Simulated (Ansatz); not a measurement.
Reaction (formal hydrolysis of a C–O bond): `COC1(O)BC1` + H₂O → `OC1(O)BC1` + CH₃OH

Calculated with Ansatz (gas phase, PBE0-D4/def2-TZVP geometries, no zero-point term in ΔE). CCSD(T)/CBS adds triple-zeta CCSD(T) − MP2 to the extrapolated MP2 energy (def2 sets, frozen cores). This one scheme is used for every species. Functionals use def2-TZVPP. B3LYP here is the variant with VWN-RPA as its local correlation; programs differ in this. Each species was taken in one conformer, which may not be the lowest.

| level | ΔE (kJ/mol) | difference from CCSD(T)/CBS |
| --- | --- | --- |
| PBE-D4 | 11.7 | -5.9 |
| PBE0-D4 | 11.9 | -5.7 |
| B3LYP-D4 | 12.9 | -4.7 |
| ωB97X-V | 12.3 | -5.3 |
| r2SCAN | 11.8 | -5.8 |
| PBE0 | 8.2 | -9.4 |
| HF/def2-TZVPP | 5.6 | -12.0 |
| MP2/def2-TZVPP | 18.5 | 0.9 |
| SCS-MP2/def2-TZVPP | 15.4 | -2.2 |
| MP2/def2-QZVPP | 19.5 | 1.9 |
| CCSD(T)/CBS | 17.6 | 0 |

Largest T1 diagnostic among the species: 0.013.

In def2-TZVPP, CCSD(T) changes the Hartree–Fock value by +10.6 kJ/mol (the triples alone add +2.0 kJ/mol) and MP2 by +12.9 kJ/mol. The D4 term adds +6.3 kJ/mol with B3LYP and +3.7 kJ/mol with PBE0; it sums over pairs of atoms, weighted by their polarisabilities, and B3LYP, whose exchange is more repulsive, gets the larger term.
